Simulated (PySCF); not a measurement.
Species: C4H6B2.
SMILES with atom numbers: `[BH:1]1[CH:2]=[CH:3][BH:4][CH:5]=[CH:6]1` (hydrogens: H7 on B1; H8 on C2; H9 on C3; H10 on B4; H11 on C5; H12 on C6)

Geometry (PBE0-D3(BJ)/def2-SVP, Å), atoms numbered from 1 in this order:
```
atom  x, y, z in Å
B1     0.291    1.422   -0.075
C2     1.486    0.412   -0.095
C3     1.245   -0.903    0.131
B4    -0.229   -1.427    0.092
C5    -1.423   -0.417    0.108
C6    -1.182    0.898   -0.117
H7     0.505    2.601    0.106
H8     2.522    0.765   -0.179
H9     2.089   -1.597    0.229
H10   -0.442   -2.607   -0.081
H11   -2.459   -0.769    0.190
H12   -2.026    1.593   -0.217
```

Theory: core-valence-separated Tamm–Dancoff BHandHLYP/aug-pcX-1 (pcseg-1 on H) in PySCF, non-relativistic, gas phase, PBE0-D3(BJ)/def2-SVP geometry. The energies are unshifted.

The lowest roots of each edge with f over 0.003 (five at most, numbered afresh; weaker and dark ones are left out), with transition dipoles (au) in the frame of the coordinates:

| root | edge | E (eV) | f | μx | μy | μz |
| --- | --- | --- | --- | --- | --- | --- |
| 1 | C | 280.79 | 0.1282 | -0.0047 | -0.0306 | -0.1330 |
| 2 | C | 280.79 | 0.0286 | 0.0025 | 0.0144 | 0.0628 |
| 3 | C | 280.79 | 0.0032 | 0.0020 | -0.0053 | -0.0208 |
| 4 | C | 284.26 | 0.0055 | 0.0138 | -0.0041 | -0.0242 |
| 5 | C | 284.26 | 0.1014 | 0.0034 | 0.0073 | 0.1204 |
| 6 | B | 184.88 | 0.1377 | -0.0062 | -0.0261 | 0.1723 |
| 7 | B | 189.80 | 0.0202 | -0.0027 | -0.0117 | 0.0648 |
| 8 | B | 189.81 | 0.0173 | -0.0024 | -0.0103 | 0.0600 |
| 9 | B | 190.86 | 0.0124 | 0.0091 | 0.0503 | 0.0061 |
| 10 | B | 190.86 | 0.0100 | 0.0082 | 0.0450 | 0.0060 |

Q: Molecules are fixed in this frame and the field points along (0, 1, 1)/√2. What effective strengths 3 f cos²θ do the roots have (θ between field and μ)?

A: root 1 (C2/C3/C5/C6): 0.276, root 2 (C2/C3/C5/C6): 0.061, root 3 (C2/C3/C5/C6): 0.007, root 4 (C2/C3/C5/C6): 0.008, root 5 (C2/C3/C5/C6): 0.170, root 6 (B1/B4): 0.145, root 7 (B1/B4): 0.020, root 8 (B1/B4): 0.017, root 9 (B1/B4): 0.022, root 10 (B1/B4): 0.018. Root 1 is the strongest. Averaged over all orientations cos²θ is 1/3, which gives f back. For degenerate partners only the sum has meaning, as the program may mix them freely.

On an Arm Neoverse N1 with one thread (shared host), this took 26 s wall.

One conformer stands for the species.
